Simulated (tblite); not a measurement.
Compound: C7H8O2P2.
Cartesian coordinates in Å at the GFN2-xTB level; atoms count from 1:
```xyz
19
C7H8O2P2 angstrom
C      4.032   -1.463   -0.391
O      2.641   -1.250   -0.228
C      2.218    0.022   -0.307
O      2.946    0.968   -0.500
C      0.772    0.117   -0.127
P      0.196    1.758   -0.207
C     -1.507    1.544    0.045
C     -2.233    0.382    0.256
C     -3.723    0.496    0.426
C     -1.686   -0.893    0.302
P     -0.040   -1.402    0.128
H      4.594   -0.832    0.302
H      4.209   -2.515   -0.182
H      4.335   -1.220   -1.412
H     -2.070    2.470    0.034
H     -4.222    0.183   -0.492
H     -4.021    1.518    0.644
H     -4.069   -0.151    1.229
H     -2.383   -1.707    0.473
```

Computed with GFN2-xTB (tblite): harmonic, unscaled wavenumbers at the GFN2-xTB geometry, gas phase. Against measured fundamentals such values can be off by several per cent, at times by over 20. One conformer, not necessarily the lowest. The optimisation stopped once no atom felt more than 0.01 eV/Å.

Lowest wavenumbers of the output (negative numbers stand for imaginary wavenumbers):
```
mode    cm-1
  1     -40.2
  2      44.5
  3      48.3
  4      59.8
  5      97.3
  6     139.8
  7     191.7
  8     229.3
```

Question: Is this structure a minimum?

Answer: Not by this Hessian. 1 mode is imaginary beyond 20i (40i cm⁻¹), so at this level the point lies at or near a first-order saddle. The curvature is small, so loose convergence or finite differences may be the whole cause.

Question: Which atoms move in the imaginary mode?

Answer: 40i: H16 (methyl hydrogen) 38 %, H18 (methyl hydrogen) 32 %, H17 (methyl hydrogen) 28 %. These are shares of the mass-weighted motion.

Question: What is the remedy?

Answer: Step along that mode in both directions, optimise again with tighter thresholds and repeat the frequencies. The zero-point energy of this point (84.0 kcal/mol) counts the 50 real modes alone, and thermal corrections from it aren't those of a minimum.
